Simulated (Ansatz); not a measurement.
System: H$_{4}$BPO$_{2}$, charge 0, singlet. H4BPO2 (phosphanylboronic acid, SMILES OB(O)P).
B3LYP-D3(BJ)/def2-TZVP minimum from Ansatz (a first-principles code):
```
B
O 1 1.3670
H 2 0.9639 1 116.23
O 1 1.3670 2 124.62 3 0.42
H 4 0.9639 1 116.23 2 -0.42
P 1 1.9389 2 117.60 3 -174.66
H 6 1.4152 1 96.46 2 -140.47
H 6 1.4152 7 95.56 1 -97.17
```
Charge 0, spin multiplicity 1.

Atomisation energy term by term, kcal/mol (programs: Ansatz). Open shells are spin-unrestricted; no spin-orbit coupling. Correlated methods leave the cores frozen. Rows without X2C or -DK are non-relativistic. CBS(X,Y): correlation extrapolated as X^-3, Hartree-Fock from the larger set. A bracket is a step between two methods taken in the basis named. '+ core + X2C': CCSD(T) terms for core correlation (cc-pwCVTZ, 1s frozen past Ne) and scalar relativity (cc-pVTZ-DK). Where a partner has so few electrons that a lower coupled-cluster level is exact, that level stands in.

```
term                                       basis  kcal/mol
------------------  ----------------------------  --------
Hartree-Fock                         cc-pV(Q+d)Z    504.79
CCSD correlation    CBS(cc-pV(T+d)Z,cc-pV(Q+d)Z)    194.46
(T)                 CBS(cc-pV(T+d)Z,cc-pV(Q+d)Z)     13.05
CCSDT(Q) - CCSD(T)                   cc-pV(D+d)Z      0.88
core correlation                       cc-pwCVTZ      2.55
scalar relativity                X2C, cc-pVTZ-DK     -1.11
sum: De                                              714.6
```
